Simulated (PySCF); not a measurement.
Species: C6H5ClO.
Numbering: `[OH:1][c:2]1[cH:3][cH:4][cH:5][cH:6][c:7]1[Cl:8]`

Geometry (PBE0-D3(BJ)/def2-SVP, Å), atoms numbered from 1 in this order:
```
atom  x, y, z in Å
O1     2.422   -0.368   -0.362
C2     1.101   -0.222   -0.197
C3     0.230   -1.173   -0.735
C4    -1.145   -1.043   -0.575
C5    -1.681    0.039    0.126
C6    -0.829    0.997    0.669
C7     0.546    0.861    0.504
Cl8    1.645    2.040    1.166
H9     2.863    0.378    0.071
H10    0.664   -2.013   -1.281
H11   -1.808   -1.797   -1.004
H12   -2.761    0.140    0.252
H13   -1.216    1.854    1.222
```

NICS = −σ at a ghost point: NICS(0) at the centroid of the ring atoms, NICS(1) 1 Å to either side along the normal of their mean plane, zz for the tensor component along that normal. Level: GIAO B97-2/pcSseg-2 (PySCF, non-relativistic, gas phase) on the PBE0-D3(BJ)/def2-SVP geometry, one conformer.

Ring bond lengths (Å): C2–C3 1.398, C3–C4 1.390, C4–C5 1.396, C5–C6 1.392, C6–C7 1.390, C7–C2 1.404.

Task: What do the NICS probes read (ppm)?

Result: 
| ring | type | NICS(0) | NICS(1), two faces | NICS(1)zz, two faces | rms pucker (Å) | centre to ring atoms, mean (Å) |
| --- | --- | --- | --- | --- | --- | --- |
| C2–C3–C4–C5–C6–C7 | 6-membered carbocycle; formal bonds all aromatic | -9.7 | -9.4 / -9.4 | -25.4 / -25.4 | 0.00 | 1.40 |

Task: What do they say, and how far can they be read as aromaticity?

Result: 
- C2–C3–C4–C5–C6–C7: mean NICS(1)zz -25.4 ppm, shielded. The ring is flat and has no four-coordinate atom; by the NICS criterion it is aromatic.

Task: How equal are the bonds by HOMA? HOMA = 1 − mean of α(R − Ropt)² over the ring bonds, with Krygowski's 1993 parameters (CC: Ropt 1.388 Å, α 257.7 Å⁻²).

Result: 
- C2–C3–C4–C5–C6–C7: HOMA 0.98 = 1 − EN − GEO, with mean bond length 1.395 Å, EN = α(Ropt − mean)² = 0.014 and GEO = α × variance = 0.006. The geometric and the magnetic index point the same way.

Task: What field does 1 T along the ring normal induce along that normal at the second NICS(1) probe listed for ring C2–C3–C4–C5–C6–C7, 1 Å off the ring?

Result: NICSzz × B0 = -25.4 ppm × 1 T = -25 μT, against the applied field.

Task: Give the inner angles of the rings.

Result: 
- C2–C3–C4–C5–C6–C7: C2 118.1°, C3 120.5°, C4 120.7°, C5 119.6°, C6 119.5°, C7 121.7°; sum 720.0° against 720° for a flat convex ring.

Task: How shielded are the nuclei of the rings and their hydrogens (means over atoms taken as equivalent)?

Result: 
```tsv
atoms	environment	σ isotropic (ppm)
C2	aromatic carbon bearing oxygen	23.1
C3	aromatic CH carbon	62.5
C4	aromatic CH carbon	48.3
C5	aromatic CH carbon	58.0
C6	aromatic CH carbon	48.1
C7	aromatic C–Cl carbon	53.5
H10	aromatic hydrogen	24.25
H11	aromatic hydrogen	24.06
H12	aromatic hydrogen	24.42
H13	aromatic hydrogen	23.92
```

Task: How do the values depend on the level or the medium?

Result: 
```json
{"level": "B97-2/pcSseg-2, gas", "NICS(0), C2–C3–C4–C5–C6–C7": "-9.7", "mean NICS(1)zz, C2–C3–C4–C5–C6–C7": "-25.4"}
{"level": "PBE0/pcSseg-1, gas", "NICS(0), C2–C3–C4–C5–C6–C7": "-9.7", "mean NICS(1)zz, C2–C3–C4–C5–C6–C7": "-25.4"}
{"level": "PBE0/pcSseg-1, IEF-PCM cyclohexane", "NICS(0), C2–C3–C4–C5–C6–C7": "-9.7", "mean NICS(1)zz, C2–C3–C4–C5–C6–C7": "-25.5"}
{"level": "PBE0/pcSseg-1, IEF-PCM water", "NICS(0), C2–C3–C4–C5–C6–C7": "-9.6", "mean NICS(1)zz, C2–C3–C4–C5–C6–C7": "-25.5"}
```

The geometry is the same throughout; the continuum's cavity takes Bondi-type radii × 1.2.

Time: 63 s of wall time. Hardware: one thread of an x86-64 server (shared host). This is the whole shielding run at B97-2/pcSseg-2, SCF included.
